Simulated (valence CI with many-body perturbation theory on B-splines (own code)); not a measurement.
Level structure of Se12+

Calculated by valence CI with perturbative core correlation (CI+MBPT): four valence electrons over a frozen Dirac-Fock core [Ar], a basis of 7 s, 7 p, 8 d, 6 f, 4 g, 1 h functions for each j, with the one-electron correlation potential Σ1 (screened to all orders), the two-electron term Σ2, the three-electron term Σ3, Breit, model QED; selected single and double excitations, second order for the rest, scaled by the run's own slope (own B-spline code, finite nucleus).

No measured spectrum was set against this ion. As an estimate, terms of the open shell hold to 2 to 4 % of their energy, and close levels can change places. Only levels of the ground parity were solved; by the run's estimate the other parity begins above the list, which can be wrong where configurations are misplaced.

Levels 1 to 31 of 31, with energies above the lowest level, 3d4 5D_0. "Leading %" is the weight of the configuration and term that name the level; weights of strongly mixed levels are sums over their largest components and can fall short, so below about 35 % the name and the second component can differ from the true leading terms, or belong to a minority configuration. Lifetimes count E1, E2, E3, M1 and M2 decay at the calculated energies, and are blank where another channel may lead or the interval is too uncertain; long ones can be off by a factor of two.

```
No.  Configuration  Term  J  E (eV)  Leading %  Second component  Lifetime
  1            3d4    5D  0   0.000         96                            
  2            3d4    5D  1   0.181         98                      6.09 s
  3            3d4    5D  2   0.472         99                      1.39 s
  4            3d4    5D  3   0.822         99                      966 ms
  5            3d4    5D  4   1.205         98                      1.26 s
  6            3d4    3P  0   5.606         90        6 % 3d4 1S   6.17 ms
  7            3d4    3H  4   6.076         77       10 % 3d4 3G    101 ms
  8            3d4    3H  5   6.508         90       10 % 3d4 3G    918 ms
  9            3d4    3P  1   6.525         96                     7.55 ms
 10            3d4    3H  6   6.810         96        4 % 3d4 1I    3.53 s
 11            3d4    3F  3   6.908         62       37 % 3d4 3G   17.1 ms
 12            3d4    3F  2   7.019         97                     22.5 ms
 13            3d4    3F  4   7.191         66       17 % 3d4 3H   12.1 ms
 14            3d4    3P  2   7.684         93        6 % 3d4 3D   13.5 ms
 15            3d4    3G  3   8.012         62       38 % 3d4 3F   25.5 ms
 16            3d4    3G  4   8.094         71       15 % 3d4 3F   52.2 ms
 17            3d4    3G  5   8.414         90       10 % 3d4 3H   53.7 ms
 18            3d4    3D  3   9.552         97                     14.8 ms
 19            3d4    3D  2   9.689         86        6 % 3d4 1D   13.3 ms
 20            3d4    1I  6   9.729         96        4 % 3d4 3H   32.1 ms
 21            3d4    3D  1   9.901         98                     11.2 ms
 22            3d4    1G  4  10.173         80       11 % 3d4 3F   9.09 ms
 23            3d4    1S  0  10.930         93        7 % 3d4 3P   6.49 ms
 24            3d4    1D  2  12.223         88        6 % 3d4 3D   7.81 ms
 25            3d4    1F  3  13.511         92        5 % 3d4 3F          
 26            3d4    3P  2  15.623         97                     9.23 ms
 27            3d4    3F  4  15.932         97                            
 28            3d4    3F  2  16.080         97                     6.86 ms
 29            3d4    3F  3  16.198         94        5 % 3d4 1F          
 30            3d4    3P  1  16.503        100                            
 31            3d4    3P  0  16.936         98
```

Names give the largest LS component (configuration and term), which can be under half, so a name can repeat, a term be missing and a line seem to break the LS rules; names also repeat where a configuration has a term twice.

The ionisation energy to 3d3 4F_3/2 of the next ion comes out as 382.87 eV (NIST: 383 ± 3 eV (theoretical)). All 31 levels together are meant to be complete up to 17.620 eV.
